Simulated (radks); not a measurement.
The numbers below are computed, except where a source is named.
Fractional charge and spin in the 3p shell of calcium: the spin-up occupation runs from 2 to 3 and the spin-down occupation from 2 to 3; the fullest corner is Ca+, [Ne] 3s2 4s(up 0.5, down 0.5) 3p(up 3, down 3). Code: a radial shooting solver on a logarithmic mesh with Libxc functionals. Model: scalar-relativistic Kohn-Sham, PBEsol, spin-polarised, spherical densities, finite nucleus; Fermi nuclear charge, rms radius of each element as measured or else 0.836 A^(1/3) + 0.57 fm. Energy (eV) above the fullest corner. The planes named below are the two flat planes that join the four corners, with an edge along up + down = one added electron.

down \ up        2    2.25     2.5    2.75       3
2          100.702  84.520  69.357  55.196  42.022
2.25        84.520  69.444  55.366  42.269  30.138
2.5         69.357  55.366  42.352  30.297  19.185
2.75        55.196  42.269  30.297  19.263   9.146
3           42.022  30.138  19.185   9.146   0.000

Corners above the fullest one (they belong to Ca2+ and the next ion): (up 3, down 2) 42.022 eV, (up 2, down 3) 42.022 eV, (up 2, down 2) 100.70 eV. With half an added electron in each spin the energy lies 0.329 eV from the planes, and with half an added electron in spin up alone -2.005 eV. The planes are only a guide here: the flat-plane condition holds for ground states with one frontier orbital, while this shell lies below other occupied shells, so the corners above the fullest one are inner-hole states and not the ground states of those ions.
